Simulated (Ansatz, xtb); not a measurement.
Spectroscopic constants of CuF+, multiplicity 2 (lowest of 2S+1 = 2, 4 at CCSD(T)/def2-TZVPP on PBE0 minima; our sources give no spin for the ground state, which may be another). No spin–orbit coupling. Cu is treated without relativity. The T1 diagnostic near the minimum is 0.046, so single-reference values are doubtful.

Seven points along R, fitted to fifth degree in 1/R; most abundant isotopes. Runs in def2 and cc sets follow the lowest solution found near the PBE0 minimum.

The values were computed with Ansatz (a quantum-chemistry and plane-wave program) with Gaussian orbitals; xtb for the GFN methods. Values without a source in brackets are computed. The GFN methods have no spin term and hold the electronic entropy of 300 K.

| level | r_e (Å) | ω_e (cm⁻¹) | ω_e x_e (cm⁻¹) | B_e (cm⁻¹) |
|---|---|---|---|---|
| GFN1-xTB | 1.642 | 678 | 3.2 | 0.428 |
| GFN2-xTB | 1.719 | 484 | 5.1 | 0.391 |
| r2SCAN/def2-TZVPP | 1.693 | 687 | 6.1 | 0.403 |
| B97M-V/def2-TZVPP | 1.687 | 692 | 6.4 | 0.406 |
| B3LYP/def2-TZVPP | 1.703 | 668 | 6.7 | 0.398 |
| PBE0/def2-TZVPP | 1.689 | 696 | 6.9 | 0.405 |
| BHLYP/def2-TZVPP | 1.673 | 775 | 5.4 | 0.413 |
| CAM-B3LYP/def2-TZVPP | 1.686 | 706 | 6.8 | 0.406 |
| wB97X-V/def2-TZVPP | 1.691 | 701 | 6.7 | 0.404 |
| wB97M-V/def2-TZVPP | 1.691 | 704 | 6.6 | 0.404 |
| B2PLYP/def2-TZVPP | 1.688 | 686 | 14 | 0.405 |
| CCSD/def2-TZVPP | 1.673 | 761 | 4.9 | 0.413 |
| CCSD(T)/def2-TZVPP | 1.679 | 735 | 6.1 | 0.410 |

Correlated levels freeze the inner cores; with def2 sets outer-core shells near the valence are correlated too.

Doubts at one or more of the structures used: T1 above 0.05 (CCSD/def2-TZVPP, CCSD(T)/def2-TZVPP).
